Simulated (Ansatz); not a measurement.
Coupled-cluster run, C₂H₆FNSi (`C[SiH](F)C=N`).

```yaml
crystal:
  periodic: [false, false, false]
  atoms:
    - {symbol: C, position_ang: [-1.235072, -0.288173, 1.093677]}
    - {symbol: Si, position_ang: [0.487434, -0.255624, 0.411342]}
    - {symbol: F, position_ang: [0.869489, -1.704811, -0.165169]}
    - {symbol: C, position_ang: [0.653122, 0.907918, -1.061384]}
    - {symbol: N, position_ang: [0.983147, 0.546325, -2.233690]}
    - {symbol: H, position_ang: [-1.511673, 0.701552, 1.467906]}
    - {symbol: H, position_ang: [-1.313005, -0.995255, 1.922600]}
    - {symbol: H, position_ang: [-1.955360, -0.574214, 0.324040]}
    - {symbol: H, position_ang: [1.481264, 0.087956, 1.460617]}
    - {symbol: H, position_ang: [0.447869, 1.978931, -0.930109]}
    - {symbol: H, position_ang: [1.158184, -0.461603, -2.269131]}
basis:
  gaussian: {orbitals: def2-TZVPP}
correlation: {method: ccsd_t}
```

```sh
$ ansatz run in.yaml --threads 4 --pin off --events-out ev --progress --plain --max-ram 10444MiB
```

The program prints (abridged):

```
Functional definition: HF
1479 factors; integrals over basis functions are off by at most 9.5e-4 eV
mean field evaluation 1: about -14205.8422 eV, gradient 4.3e1 eV
mean field evaluation 2: about -14206.0816 eV, gradient 4.3e1 eV
mean field evaluation 4: about -14210.1704 eV, gradient 4.6e0 eV
mean field evaluation 8: about -14210.2559 eV, gradient 3.9e-1 eV
mean field evaluation 16: about -14210.2574 eV, gradient 1.2e-6 eV
mean field -14210.25737618 eV, -522.2173265161 hartree, gradient 1.2e-6 eV, S^2 0.000000; 0 other end points of the search recorded, 0 dependent functions left out; unrestricted orbitals would lower it
9 core orbitals not correlated: weight in the atoms' cores, before any rotation towards them, 1.000 or more for the frozen orbitals, at most 0.000 for the correlated occupied ones
reference -14210.25737618 eV, -522.2173265161 hartree; 15, 15 occupied and 226, 226 virtual orbitals, 1479 factors
second order -24.66402158 eV of doubles, -0.00000000 eV of singles
cycle   1  -24.97975106 eV  change   -3.2e-1 eV  update   1.1e-1
cycle   2  -25.57150158 eV  change   -5.9e-1 eV  update   3.2e-2
cycle   3  -25.71073273 eV  change   -1.4e-1 eV  update   1.6e-2
cycle   4  -25.69968862 eV  change    1.1e-2 eV  update   3.8e-3
cycle   5  -25.69970657 eV  change   -1.8e-5 eV  update   1.6e-3
cycle   6  -25.70053624 eV  change   -8.3e-4 eV  update   4.2e-4
cycle   7  -25.70042011 eV  change    1.2e-4 eV  update   1.9e-4
cycle   8  -25.70037691 eV  change    4.3e-5 eV  update   6.6e-5
cycle   9  -25.70039725 eV  change   -2.0e-5 eV  update   2.9e-5
perturbative correction -0.98984977 eV, -0.0363763080 hartree
Total energy: -14236.94762319 eV, -523.1981750027 hartree
```

Hardware: 4 threads of an Arm Neoverse V1 on a shared host. Wall time 2.4 min, peak host memory 5.5 GiB.

MP2 recovers 92.4 % of the CCSD(T) correlation energy and the triples give 3.7 %; T1 = 0.0118.
